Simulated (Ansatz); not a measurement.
One change: `C[N]([SiH3])[GeH3]` becomes `CN(C)[SiH3]`.

Ansatz, PBE0-D4/def2-TZVP geometries, multiplicity 1. 

Scalar relativity is left out up to krypton.

```csv
property,`C[N]([SiH3])[GeH3]`
size of the dipole moment (ωB97M-V/def2-TZVPP) / D,0.92
HOMO energy (PBE/def2-TZVPP) / eV,-5.53
HOMO energy (B3LYP/def2-TZVPP) / eV,-6.61
zero-point energy (PBE0-D4/def2-TZVP) / kJ/mol,242.7
HOMO–LUMO gap (ωB97M-V/def2-TZVPP) / eV,10.93
HOMO–LUMO gap (B3LYP/def2-TZVPP) / eV,6.55
```

Task: Give the same properties after the change, and the shifts. (Best estimate.)

Result: The calculation gave: 
| property | `CN(C)[SiH3]` | shift |
| --- | --- | --- |
| size of the dipole moment (ωB97M-V/def2-TZVPP) / D | 1.02 | 0.10 |
| HOMO energy (PBE/def2-TZVPP) / eV | -5.09 | 0.44 |
| HOMO energy (B3LYP/def2-TZVPP) / eV | -6.19 | 0.42 |
| zero-point energy (PBE0-D4/def2-TZVP) / kJ/mol | 281.3 | 38.6 |
| HOMO–LUMO gap (ωB97M-V/def2-TZVPP) / eV | 10.85 | -0.08 |
| HOMO–LUMO gap (B3LYP/def2-TZVPP) / eV | 6.52 | -0.03 |

Dipoles are sizes alone; their direction can turn.

B3LYP here is the variant with VWN-RPA as its local correlation; programs differ in this.
